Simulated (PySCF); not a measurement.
**Correlation energy of Ge⁺ (germanium, charge +1)**

Starting occupation: [Ar] 3d10 4s2 4p1, 4p3/2 with m_j = +3/2. Computed with PySCF 2.14 in x2c-SVPall-2c with one added diffuse shell each of s, p, d type (6s7p4d, 47 functions), with X2C-1e with screened-nucleus spin-orbit coupling, Gaussian nucleus. Frozen: [Ne]; 21 electrons correlated.

MP2 pair energies summed by pair of shells (mhartree):

| pair | energy | share (%) |
| --- | --- | --- |
| 3d3/2-3d5/2 | -66.98 | 22.4 |
| 3d5/2-3d5/2 | -44.58 | 14.9 |
| 3d5/2-3p3/2 | -34.07 | 11.4 |
| 3d3/2-3p3/2 | -24.27 | 8.1 |
| 4s1/2-4s1/2 | -19.42 | 6.5 |
| 3d5/2-3p1/2 | -18.84 | 6.3 |
| 3d3/2-3d3/2 | -17.91 | 6.0 |
| 4p3/2-4s1/2 | -15.52 | 5.2 |
| 3d3/2-3p1/2 | -10.59 | 3.5 |
| 3p1/2-3p3/2 | -10.28 | 3.4 |
| 3p3/2-3p3/2 | -9.08 | 3.0 |
| 3d5/2-4s1/2 | -4.52 | 1.5 |
| 3d5/2-3s1/2 | -3.90 | 1.3 |
| 3d3/2-4s1/2 | -3.01 | 1.0 |
| 3d5/2-4p3/2 | -2.79 | 0.9 |
| 3d3/2-3s1/2 | -2.60 | 0.9 |
| 3p3/2-3s1/2 | -2.27 | 0.8 |
| 3p1/2-3p1/2 | -2.02 | 0.7 |
| 3d3/2-4p3/2 | -1.71 | 0.6 |
| 3p1/2-3s1/2 | -1.15 | 0.4 |
| 3p3/2-4s1/2 | -0.98 | 0.3 |
| 3s1/2-3s1/2 | -0.76 | 0.3 |
| 3p1/2-4s1/2 | -0.47 | 0.2 |
| 3p3/2-4p3/2 | -0.46 | 0.2 |
| 3s1/2-4s1/2 | -0.29 | 0.1 |
| 3p1/2-4p3/2 | -0.28 | 0.1 |
| 3s1/2-4p3/2 | -0.07 | 0.0 |

Total MP2 correlation energy: -298.81 mhartree.

This basis was not built for core-valence correlation, so the inner-shell part is incomplete.
